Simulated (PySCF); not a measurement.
Gas-phase reaction: 2 CuBr + H₂ = Cu₂ + 2 HBr

Computed with PySCF (xtb for GFN2) and rigid-rotor harmonic-oscillator thermochemistry at 1 bar. † marks an energy on the PBE0/def2-TZVP geometry and frequencies; other levels use their own. MP2 and CCSD(T) freeze the core. 6-31G* has spherical d functions here. All species are closed-shell singlets. B3LYP is the form with VWN-RPA correlation. Br, Cu: all electrons, no relativistic terms. MP2 isn't extrapolated to the basis-set limit; its ΔH°(298 K) is 190.0 kJ in def2-SVP and 172.4 kJ in def2-TZVPP. CCSD(T) isn't extrapolated to the basis-set limit; its ΔH°(298 K) is 155.2 kJ in def2-SVP and 153.6 kJ in def2-TZVPP. The harmonic model lacks anharmonicity and excited electronic states, which grow with temperature; levels with a mode under 35 cm⁻¹ are left out. Warning, large T1 diagnostic: Cu₂, CuBr (CCSD(T)/def2-TZVPP†).

```tsv
level	ΔE electronic, kJ	ΔH°(298 K), kJ	ΔS°(298 K), J/K	ΔG°(1400 K), kJ
B3LYP/6-31G*	197	199	10	192
B3LYP/def2-TZVP†	127	129	12	119
CCSD(T)/def2-TZVPP†	151	154	12	144
GFN2-xTB	70	73	8	67
HF/6-31G*	296	299	9	294
MP2/def2-SVP†	187	190	12	180
PBE/def2-TZVP†	113	115	12	106
PBE0/def2-TZVP	143	146	12	136
r2SCAN/def2-TZVP†	147	149	12	139
ωB97M-V/def2-TZVP†	163	166	12	156
```
ΔH° is lowest at GFN2-xTB and highest at HF/6-31G*. No reference value is set beside these.
